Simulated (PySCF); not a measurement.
Start geometry of `[BH2][GeH2][CH3]` from GFN2-xTB (Å):
```
atom  x, y, z in Å
B1     1.8947   -0.2144    0.0376
Ge2    0.1009    0.6932   -0.2888
C3    -1.4199   -0.4858    0.2202
H4     2.3604   -0.9182   -0.7585
H5     2.4560   -0.0447    1.0212
H6    -0.1721    1.0967   -1.7185
H7    -0.1163    1.9900    0.4506
H8    -1.3205   -0.7358    1.2778
H9    -1.3746   -1.4001   -0.3270
H10   -2.3582   -0.0017    0.0645
```

What comes out of this run: PySCF 2.14.0, PBE0-D3(BJ)/def2-SVP geometry optimisation, gas phase?

```
atom  x, y, z in Å
B1     1.9000   -0.2137   -0.0342
Ge2    0.0491    0.6405   -0.3353
C3    -1.3290   -0.6344    0.2611
H4     2.3936   -0.9412   -0.8638
H5     2.5011   -0.0519    1.0020
H6    -0.2158    0.9700   -1.8215
H7    -0.1373    1.9488    0.4657
H8    -1.2076   -0.8640    1.3292
H9    -1.2696   -1.5703   -0.3120
H10   -2.3237   -0.1921    0.1089
```

The energy falls by 4.4 kcal/mol over 4 energy and gradient evaluations, the largest force component goes from 0.0290 to 2.0e-04 Eh/bohr, and the atoms move by 0.053 Å rms after alignment. The bond that changes most is B1–H5 (three-coordinate boron to B–H hydrogen), which lengthens by 0.064 Å. Bonds longer at the end by more than 0.005 Å: 8 of 9; shorter: 1. Among the angles that change most is H6–Ge2–H7, from 102.0° to 107.3°. Rotational constants go from 12937, 5535, 4289 to 11997, 5665, 4299 MHz. The orientation of the end geometry is arbitrary; only internal coordinates are fixed.

The run used 95 basis functions and 24 SCF cycles in all.

Stationary, but not proved a minimum. The numbers are those of one conformer.
